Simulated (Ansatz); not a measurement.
```yaml
crystal:
  periodic: [false, false, false]
  atoms:
    - {symbol: C, position_ang: [-1.195783, -1.658607, 0.823925]}
    - {symbol: C, position_ang: [-0.167856, -0.934513, 0.499282]}
    - {symbol: C, position_ang: [0.807539, -0.144944, 0.139991]}
    - {symbol: F, position_ang: [2.096152, -0.472018, 0.412290]}
    - {symbol: Si, position_ang: [0.504661, 1.434482, -0.796115]}
    - {symbol: F, position_ang: [0.906225, 2.694313, 0.101036]}
    - {symbol: H, position_ang: [-1.583975, -2.419331, 0.153414]}
    - {symbol: H, position_ang: [-1.692019, -1.533083, 1.781582]}
    - {symbol: H, position_ang: [1.348539, 1.478185, -2.012089]}
    - {symbol: H, position_ang: [-0.940385, 1.504218, -1.100514]}
basis:
  gaussian: {orbitals: ANO-RCC-VTZP}
total_charge: -1
magnetization: {spin_polarized: true, initial_magnetization: 1}
hamiltonian: {xc: {name: PBE-QIDH}}
```

```sh
$ ansatz run in.yaml --threads 4 --pin off --events-out ev --progress --plain --max-ram 10444MiB
```

Shortened log:

```
Functional definition: PBE-QIDH
1420 factors; integrals over basis functions are off by at most 1.0e-3 eV
mean field evaluation 1: about -16481.3514 eV, gradient 2.8e1 eV
mean field evaluation 2: about -16481.4828 eV, gradient 2.8e1 eV
mean field evaluation 4: about -16485.5685 eV, gradient 3.6e0 eV
mean field evaluation 8: about -16485.6757 eV, gradient 4.8e-1 eV
mean field evaluation 16: about -16485.7117 eV, gradient 2.3e-1 eV
mean field evaluation 32: about -16485.8881 eV, gradient 7.8e-5 eV
mean field -16485.88810136 eV, -605.8452131886 hartree, gradient 5.9e-6 eV, S^2 0.750378; 8 other end points of the search recorded, 0 dependent functions left out
10 core orbitals not correlated: weight in the atoms' cores, before any rotation towards them, 1.000 or more for the frozen orbitals, at most 0.000 for the correlated occupied ones
reference -16485.88812147 eV, -605.8452139277 hartree; 18, 17 occupied and 212, 213 virtual orbitals, 1420 factors
second order -33.54101644 eV of doubles, -0.00000000 eV of singles
Total energy: -16497.06846028 eV, -606.2560838008 hartree
Relativity: scalar
```

Q: What is wrong with this run?

A: The charge is far from anything that the molecule holds. Self-consistency was reached. The result belongs to that input, not to the molecule as meant.
